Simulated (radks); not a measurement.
Task: Species: Ce2+. Configuration: [Xe] 4f1 5d1 (not the ground configuration). All-electron calculation, Dirac Kohn-Sham, BLYP, spin-unpolarised, spherical densities, point nucleus; open shells are shared between the two j in proportion to 2j + 1. Program: a radial shooting solver on a logarithmic mesh with Libxc functionals. Some entries of the table are withheld. Estimate them.

| orbital | occ. | eigenvalue (hartree) | <r^2> (bohr^2) |
|---|---|---|---|
| 1s1/2 | 2 | (1) | 0.0008206 |
| 2s1/2 | 2 | -237.1541 | 0.01300 |
| 2p1/2 | 2 | (2) | 0.009532 |
| 2p3/2 | 4 | (3) | 0.01079 |
| 3s1/2 | 2 | -51.42542 | 0.08865 |
| 3p1/2 | 2 | -45.83066 | 0.08354 |
| 3p3/2 | 4 | -42.60478 | 0.09108 |
| 3d3/2 | 4 | -32.82118 | 0.07458 |
| 3d5/2 | 6 | -32.12837 | 0.07672 |
| 4s1/2 | 2 | -10.77274 | (4) |
| 4p1/2 | 2 | -8.69557 | 0.4897 |
| 4p3/2 | 4 | -8.00147 | 0.5311 |
| 4d3/2 | 4 | -4.59198 | 0.6332 |
| 4d5/2 | 6 | -4.47042 | 0.6499 |
| 5s1/2 | 2 | -1.95366 | 2.573 |
| 5p1/2 | 2 | -1.38431 | 3.245 |
| 5p3/2 | 4 | -1.28156 | 3.556 |
| 4f5/2 | 0.428571 | -0.66957 | 1.531 |
| 4f7/2 | 0.571429 | -0.65725 | 1.565 |
| 5d3/2 | 0.4 | -0.54841 | (5) |
| 5d5/2 | 0.6 | -0.53903 | (6) |

Result: 
(1) 1s1/2 eigenvalue (hartree): -1479.313
(2) 2p1/2 eigenvalue (hartree): -223.9405
(3) 2p3/2 eigenvalue (hartree): -207.5211
(4) 4s1/2 <r^2> (bohr^2): 0.4584
(5) 5d3/2 <r^2> (bohr^2): 7.509
(6) 5d5/2 <r^2> (bohr^2): 7.730
